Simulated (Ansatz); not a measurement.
Reaction (ligand exchange at a B–C bond): `BBC=N` + `[OH][AlH2]` → `BB[O][AlH2]` + `C=N`

Gas-phase electronic energies from Ansatz, PBE0-D4/def2-TZVP geometries. CCSD(T)/CBS is the MP2 limit (def2-TZVPP, def2-QZVPP) plus CCSD(T) − MP2 in def2-TZVPP, frozen cores. This one scheme is used for every species. Functionals use def2-TZVPP. B3LYP here is the variant with VWN-RPA as its local correlation; programs differ in this. Each species was taken in one conformer, which may not be the lowest.

| level | ΔE (kJ/mol) | difference from CCSD(T)/CBS |
| --- | --- | --- |
| LDA (SPW92) | -105.0 | 15.5 |
| revPBE-D4 | -102.5 | 18.0 |
| BLYP-D4 | -113.9 | 6.6 |
| r2SCAN-D4 | -110.5 | 10.0 |
| CAM-B3LYP-D4 | -126.0 | -5.5 |
| PBE | -105.0 | 15.5 |
| BLYP | -115.6 | 4.9 |
| B3LYP | -121.7 | -1.2 |
| r2SCANh | -113.7 | 6.8 |
| r2SCAN0 | -117.6 | 2.9 |
| RPA@PBE/def2-TZVPP | -128.6 | -8.1 |
| MP2/def2-SVP | -143.9 | -23.4 |
| HF/def2-QZVPP | -141.0 | -20.5 |
| MP2/def2-QZVPP | -121.4 | -0.9 |
| HF/CBS(def2) | -141.1 | -20.6 |
| MP2/CBS(def2) | -119.9 | 0.6 |
| CCSD(T)/CBS | -120.5 | 0 |

Largest T1 diagnostic among the species: 0.015.

From r2SCAN to r2SCAN0 (25 % exact exchange), in def2-TZVPP and without D4, ΔE moves by −7.0 kJ/mol. Leaving LDA and LC-ωPBE aside and taking each functional with its dispersion term where it has one, the values, not all of them listed here, spread over 27.1 kJ/mol, from BHLYP-D4 to revPBE-D4. At CCSD(T), def2-SVP lies −24.0 kJ/mol from the extrapolated value and def2-TZVPP −2.9 kJ/mol.
